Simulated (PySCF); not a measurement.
B(AsH2)(F)(H) (AsBFH3), SMILES [AsH2]BF.

Geometry: PBE-D3(BJ)/def2-TZVP.

Level of theory: TDDFT-ωB97X/def2-SVPD (PySCF).

Vertical excitations. The molecule is in vacuum.

```csv
state,energy (eV),λ (nm),f,main pairs
S1,5.15,241,0.027,"HOMO→LUMO 79 %, HOMO−1→LUMO 17 %"
S2,6.57,189,0.029,"HOMO→LUMO+2 50 %, HOMO→LUMO+1 27 %, HOMO−1→LUMO 14 %"
S3,6.63,187,0.059,"HOMO−1→LUMO 59 %, HOMO→LUMO+1 19 %, HOMO→LUMO 13 %"
S4,7.00,177,0.103,"HOMO→LUMO+2 42 %, HOMO→LUMO+1 39 %, HOMO→LUMO+4 10 %"
S5,7.72,161,0.241,"HOMO→LUMO+3 60 %, HOMO→LUMO+4 24 %"
S6,8.23,151,0.029,"HOMO−2→LUMO 43 %, HOMO−1→LUMO+1 30 %, HOMO−1→LUMO+2 17 %"
S7,8.43,147,0.064,"HOMO−1→LUMO+1 21 %, HOMO→LUMO+4 21 %, HOMO−2→LUMO 17 %, HOMO→LUMO+3 14 %"
S8,8.56,145,0.036,"HOMO−2→LUMO 27 %, HOMO−1→LUMO+1 22 %, HOMO→LUMO+4 15 %, HOMO−1→LUMO+2 11 %"
S9,8.83,140,0.090,"HOMO−1→LUMO+2 47 %, HOMO−1→LUMO+1 12 %, HOMO→LUMO+4 9 %, HOMO−2→LUMO 7 %"
S10,9.29,133,0.084,"HOMO→LUMO+6 42 %, HOMO−1→LUMO+3 16 %, HOMO→LUMO+5 11 %"
T1,4.41,281,0,HOMO→LUMO 87 %
T2,5.90,210,0,"HOMO→LUMO+2 64 %, HOMO→LUMO+1 19 %"
T3,5.94,209,0,"HOMO−1→LUMO 66 %, HOMO→LUMO+1 14 %"
T4,6.57,189,0,"HOMO→LUMO+1 33 %, HOMO→LUMO+2 21 %, HOMO→LUMO+4 18 %, HOMO−1→LUMO 15 %"
```
Triplets are in the Tamm–Dancoff approximation, which puts them higher than full response would, so one can lie above its singlet here.
